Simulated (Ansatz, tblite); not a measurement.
Cost and result up the ladder for [SiF3]- (SiF3⁻) (4 atoms). Charge -1, multiplicity 1. Geometry: PBE-D4/def2-TZVPD.

```xyz
4

Si    0.517    0.152    0.338
F    -0.839    1.168    0.361
F    -0.301   -1.300    0.647
F     0.623   -0.020   -1.345
```

Ansatz on 4 threads of Arm Neoverse V2 on a shared host; xTB runs through tblite on one thread. Times are rough, summed over both states, and most runs start from the orbitals of an earlier one. CCSD(T)/def2-TZVPPD serves as the yardstick here, not as an exact answer. The other state is a doublet.

The xTB rows come from tblite. Correlated methods freeze 8 core orbitals.

Raw xTB energies of ions are shifted by several eV.

```json
{"level": "GFN2-xTB", "functions": "21", "wall time": "0.003 s"}
{"level": "GFN1-xTB", "functions": "21", "wall time": "0.004 s"}
{"level": "PBE-D4/def2-TZVPD", "functions": "163", "wall time": "1.9 s"}
{"level": "PBE0-D4/def2-TZVPD", "functions": "163", "wall time": "2.7 s"}
{"level": "r2SCAN-D4/def2-TZVPD", "functions": "163", "wall time": "4.2 s"}
{"level": "CCSD(T)/def2-TZVPPD", "functions": "168", "wall time": "93 s"}
```

**Question.** Estimate what each level gives for the vertical IE (eV).

**Answer.** 
| level | vertical IE (eV) | difference from CCSD(T)/def2-TZVPPD (eV) | remarks |
| --- | --- | --- | --- |
| GFN2-xTB | 6.89 | 3.66 | – |
| GFN1-xTB | 7.19 | 3.95 | – |
| PBE-D4/def2-TZVPD | 3.08 | -0.15 | HOMO above zero (-1 singlet) |
| PBE0-D4/def2-TZVPD | 3.17 | -0.07 | – |
| r2SCAN-D4/def2-TZVPD | 2.98 | -0.25 | – |
| CCSD(T)/def2-TZVPPD | 3.23 | 0.00 | – |
